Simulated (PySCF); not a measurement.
Another site gives an ion 48635.89 eV lower (`O=[CH][GeH3]`) at the level PBE-D3(BJ)/def2-TZVP // TPSSh-D3(BJ)/def2-TZVP (PySCF).

Excitations are Tamm–Dancoff values on a coarser integration grid. The basis has no diffuse functions, so Rydberg states are missing or too high.

Z-matrix (Å, degrees):
```
Si
H 1 1.4761
H 1 1.4824 2 111.25
H 1 1.4825 2 111.22 3 121.18
C 1 1.9310 2 109.29 4 119.35
O 5 1.2123 1 122.98 2 -0.66
H 5 1.1176 6 118.97 1 179.94
```
Charge 0, multiplicity 1.

Q: What is the computed S1 oscillator strength, HOMO and brightest of the four lowest singlets (TDA) (TPSSh-D3(BJ)/def2-TZVP in PySCF)?

A: 
- S1 oscillator strength = 0.002
- HOMO = -6.37 eV
- brightest of the four lowest singlets (TDA) = 6.09 eV
